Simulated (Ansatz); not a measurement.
Cu₂I₃, relaxed as a doublet with UKS B3LYP-D4/def2-SVP in Ansatz, starting from the GFN1-xTB geometry. Force threshold 0.02 eV/Å.

In the def2 sets I takes a core potential; there is no spin–orbit coupling. Another isomer (doublet) lies 0.06 eV lower at PBE0-D4/def2-TZVP; other spin states weren't run for this one.

Start:

```csv
atom,x (Å),y (Å),z (Å)
Cu1,-1.2425,0.8171,1.2015
Cu2,0.3889,-0.2570,-0.3784
I3,-2.0922,-1.2262,0.0730
I4,1.9965,-1.3073,-1.9338
I5,0.9493,1.9734,1.0377
```

| step | energy (eV) | largest force component (eV/Å) | SCF passes |
| --- | --- | --- | --- |
| 1 | -113586.9303 | 0.259 | 28 |
| 2 | -113586.9386 | 0.092 | 36 |
| 3 | -113586.9412 | 0.025 | 37 |
| 4 | -113586.9417 | 0.030 | 37 |
| 5 | -113586.9430 | 0.020 | 36 |
| 6 | -113586.9508 | 0.045 | 37 |
| 7 | -113586.9723 | 0.092 | 37 |
| 8 | -113586.9817 | 0.129 | 32 |
| 9 | -113586.9832 | 0.078 | 34 |
| 10 | -113586.9868 | 0.042 | 35 |
| 11 | -113586.9873 | 0.004 | 33 |

Force components are those of the run's own axes.

End:

```
atom   x (Å)   y (Å)   z (Å)
 Cu1  -1.202   0.840   1.203
 Cu2   0.197  -0.477  -0.453
  I3  -2.282  -1.164   0.208
  I4   2.214  -0.959  -1.774
  I5   1.073   1.760   0.816
```

By distances, no bond broke or formed. The bond that changes most is Cu2–I3, from 2.70 to 2.66 Å (atoms count from 1).

No frequencies were taken in this run, so the end may be a saddle point.

Hardware: 4 threads of Intel Xeon 6975P-C on a shared host. Wall time 50 s, peak host memory 0.87 GiB.
